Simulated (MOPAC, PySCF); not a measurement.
C4H12O3Sn, SMILES `C[O][Sn]([CH3])([O]C)[O]C`, neutral singlet in the gas phase. In the def2 sets core potentials replace the inner electrons of Sn.

Cartesian coordinates (Å):
```xyz
20

C      2.3565     0.7883    -1.0939
O      2.0935    -0.0136     0.0266
Sn     0.2653    -0.5890     0.4892
C      0.3001    -2.2613     1.7892
O     -0.7455     0.8778     1.3586
C     -0.7297     2.1780     0.8411
O     -0.5689    -0.8135    -1.2979
C     -1.9591    -0.8171    -1.4568
H      1.7348     0.5251    -1.9690
H      2.2020     1.8642    -0.8818
H      3.4142     0.6573    -1.3797
H      1.3451    -2.4687     2.0542
H     -0.2783    -2.0177     2.6898
H     -0.1364    -3.1307     1.2807
H      0.2626     2.6607     0.9315
H     -1.4477     2.7940     1.4091
H     -1.0271     2.2258    -0.2251
H     -2.4631     0.0061    -0.9148
H     -2.4248    -1.7658    -1.1228
H     -2.1937    -0.7000    -2.5287
```
Charge 0, spin multiplicity 1.

All levels are single points at this geometry (PBE0-D3(BJ)/def2-SVP); Pople sets use spherical d functions. Orbital energies aren't observables, and empty levels follow the basis.

HF/6-31G* (LANL2DZ on Sn) in PySCF gives HOMO (eV) = -11.35.

Question: Estimate the HOMO (eV) from each of these levels: CAM-B3LYP-D3(BJ)/def2-SVP in PySCF; PBE-D3(BJ)/def2-SVP in PySCF; PBE0-D3(BJ)/def2-SVP in PySCF; B3LYP/6-31G* (LANL2DZ on Sn) in PySCF; PBE/6-31G* (LANL2DZ on Sn) in PySCF; AM1 in MOPAC; PM3 in MOPAC; PM6 in MOPAC; PM7 in MOPAC.

Answer: 
```json
[
 {"level": "CAM-B3LYP-D3(BJ)/def2-SVP in PySCF", "HOMO (eV)": "-8.77"},
 {"level": "PBE-D3(BJ)/def2-SVP in PySCF", "HOMO (eV)": "-5.75"},
 {"level": "PBE0-D3(BJ)/def2-SVP in PySCF", "HOMO (eV)": "-7.37"},
 {"level": "B3LYP/6-31G* (LANL2DZ on Sn) in PySCF", "HOMO (eV)": "-6.99"},
 {"level": "PBE/6-31G* (LANL2DZ on Sn) in PySCF", "HOMO (eV)": "-5.63"},
 {"level": "AM1 in MOPAC", "HOMO (eV)": "-9.83"},
 {"level": "PM3 in MOPAC", "HOMO (eV)": "-10.57"},
 {"level": "PM6 in MOPAC", "HOMO (eV)": "-10.17"},
 {"level": "PM7 in MOPAC", "HOMO (eV)": "-9.82"}
]
```
